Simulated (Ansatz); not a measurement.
Program: Ansatz. Geometries: PBE0-D4/def2-TZVP. ΔE: electronic, gas phase. CCSD(T)/CBS adds triple-zeta CCSD(T) − MP2 to the extrapolated MP2 energy (def2 sets, frozen cores). DFT in def2-TZVPP. Elements past krypton have def2 core potentials. For I outer-core shells are correlated without core-valence functions, which leaves a few kJ/mol of doubt a bond. One conformer a species, not always the lowest.

Reaction (ligand exchange at the Si–C bond): `C/C=C/[SiH2][SiH3]` + HI → `[SiH3][SiH2]I` + propene

(1) Is it downhill or uphill in electronic energy at CCSD(T)/CBS, and by how much? (Best estimate.)

(2) What do these levels give: ωB97X-V, SCS-MP2/def2-TZVPP, CCSD(T)/def2-TZVPP, HF/def2-QZVPP, HF/CBS(def2), CCSD/CBS(def2)? (Estimate.)

Largest T1 diagnostic among the species: 0.012.

Results:

(1) Ansatz gave: Downhill: ΔE = -0.91 eV.

(2) Computed: ωB97X-V -0.86, SCS-MP2/def2-TZVPP -0.87, CCSD(T)/def2-TZVPP -0.82, HF/def2-QZVPP -0.96, HF/CBS(def2) -0.96, CCSD/CBS(def2) -0.93 eV.

In def2-TZVPP, CCSD(T) changes the Hartree–Fock value by +0.14 eV (the triples alone add +0.01 eV) and MP2 by +0.07 eV. From PBE to PBE0 (25 % exact exchange), in def2-TZVPP and without D4, ΔE moves by −0.04 eV.
